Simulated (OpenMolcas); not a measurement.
An atom or ion with 23 electrons was computed by SS-RASPT2, IPEA 0.25 Eh, imaginary shift 0.1 Eh with spin-orbit coupling (OpenMolcas, ANO-RCC-VTZP, DKH2). The lowest levels that the run gave, each within 12 % of the measured value where one is at hand:

```tsv
J	Parity	E (cm-1)	g
5/2	even	0.0	2.002
5/2	even	33280	0.571
7/2	even	33310	0.984
11/2	even	33320	1.273
9/2	even	33330	1.172
5/2	even	36850	1.588
3/2	even	36930	1.714
1/2	even	37010	2.636
7/2	even	40260	1.429
1/2	even	40340	0.032
3/2	even	40410	1.220
5/2	even	40420	1.382
```

Task: Which ion is it, and what are the configurations and terms?

Result: Fe3+ (Z = 26, charge +3; active space 11 electrons in 8 orbitals (RAS1 3p, at most 2 holes; RAS2 3d)). J, parity and g give the terms where levels are pure, and mixed ones are named by the computed weights; the size of the splittings, set against known spectra of the 23-electron sequence, gives the charge. In order, with the measured energies in cm-1 (Corliss and Sugar, J. Phys. Chem. Ref. Data 11, 135 (1982)): 3d5 6S 5/2, 3d5 4G 5/2, 3d5 4G 7/2, 3d5 4G 11/2 (32246), 3d5 4G 9/2, 3d5 4P 5/2 (35254), 3d5 4P 3/2 (35333), 3d5 4P 1/2 (35407), 3d5 4D 7/2 (38779), 3d5 4D 1/2 (38897), 3d5 4D 3/2, 3d5 4D 5/2.

CASPT2 does not keep the components of a term degenerate, so their means are used; among the terms shown or strongly mixed into the levels shown the widest spread is 31 cm-1 (3d5 4G). Active for correlation alone: 3p; no level in the range computed is led by a configuration that opens it, so any true level of that kind is missing. Measured partners are found by configuration, term and J. A level has none where our copy of the source lacks it or the pairing is in doubt (some pairs that miss far off the trend of their configuration count as doubtful), and it then counts in no deviation. Levels of configurations outside the active space are missing.
